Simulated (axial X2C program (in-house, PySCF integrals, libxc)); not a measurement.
PtNC: the levels of the configuration d8 s1 p(π)0

Calculated with an in-house all-electron X2C program for linear molecules (integrals from PySCF): two-component X2C with atomic mean-field Coulomb and Gaunt terms, basis Pt dyall-v3z, N dyall-av3z, C dyall-v3z (cores contracted in-house). Orbitals come from Hartree–Fock averaged over the configuration Pt d8 s1 p(π)0; CI then distributes these electrons over the d, s, p(π) shells of Pt.

Pt–N–C held linear, bonds 2.058 and 1.170 Å (the second held) (near the minimum of the configuration average).

Lowest levels of this model:

| Ω | energy (cm⁻¹) | g∥ | μ (D) | configuration |
| --- | --- | --- | --- | --- |
| 5/2 | 0 | 6.34 | -6.12 | 58% d9 + 39% d8 s1 |
| 1/2 | 287 | 1.39 | -4.36 | 93% d8 s1 + 6% d9 |
| 3/2 | 352 | 4.03 | -4.37 | 96% d8 s1 |
| 5/2 | 512 | 6.47 | -4.70 | 89% d8 s1 + 10% d9 |
| 7/2 | 976 | 9.66 | -4.49 | 99% d8 s1 |
| 3/2 | 1965 | 3.04 | -5.90 | 53% d9 + 45% d8 s1 |
| 9/2 | 2776 | 11.94 | -4.39 | 99% d8 s1 |
| 1/2 | 3559 | 0.84 | -5.18 | 68% d8 s1 + 30% d9 |
| 5/2 | 5176 | 6.62 | -4.55 | 92% d8 s1 + 7% d9 |
| 1/2 | 6138 | 1.60 | -5.55 | 55% d8 s1 + 43% d9 |
| 7/2 | 6190 | 8.17 | -4.41 | 99% d8 s1 |
| 3/2 | 6319 | 3.58 | -4.95 | 78% d8 s1 + 20% d9 |
| 1/2 | 7373 | 1.85 | -4.43 | 95% d8 s1 |
| 3/2 | 8644 | 3.20 | -5.21 | 70% d8 s1 + 28% d9 |
| 5/2 | 11610 | 4.52 | -4.54 | 93% d8 s1 + 5% d9 |
| 7/2 | 14454 | 8.07 | -4.46 | 98% d8 s1 |

g∥ is the magnitude of 2⟨Lz + ge Sz⟩ for the +Ω component. μ is positive if the C end is positive.

(1) From Ω and g∥ of the lowest level, whose 2⟨Lz + ge Sz⟩ is positive, find ⟨Sz⟩ and ⟨Lz⟩ (ge = 2.0023).

Occupations of the active spinors in the lowest level by ω, shell by shell in order of energy: -5/2: 0.10; -3/2: 0.99 0.90 0.01; -1/2: 0.96 0.88 0.06 0.01; 1/2: 0.97 0.77 0.35 0.01; 3/2: 1.00 0.99 0.01; 5/2: 1.00. The leading determinant has weight 0.58 among 1119.

This point took 6.8 s on 1 thread of Intel(R) Xeon(R) Platinum 8488C (Sapphire Rapids) (shared host).

There is no dynamic correlation: spin–orbit spacings and, for f shells, spacings inside one term are the most reliable numbers, splittings between terms come out too wide, and energies between configurations are not reliable, so the lowest level need not be the ground state of the molecule. The lowest levels belong to d9, not to the averaged configuration, so orbitals and distance suit them less well. For d shells the ligand-field splittings (σ, π, δ) and their order can be off by a thousand cm⁻¹ or more. At most 4 roots were kept for each Ω > 0 (twice that for Ω = 0) within 3.2 eV of the lowest, so higher up levels can be missing between those listed; levels with Ω > 0 are doubly degenerate and listed once, Ω = 0 levels singly. Some active spinors are only partly of the character that their shell is named for, so the shell names and counts are nominal. States that fill the shells left empty in the average are placed too high. The molecule was held linear; bending was not examined.

## Answers

(1) Ω = ⟨Lz⟩ + ⟨Sz⟩ = 5/2 and ⟨Lz⟩ + ge⟨Sz⟩ = 3.170, so ⟨Sz⟩ = 0.67 and ⟨Lz⟩ = 1.83.
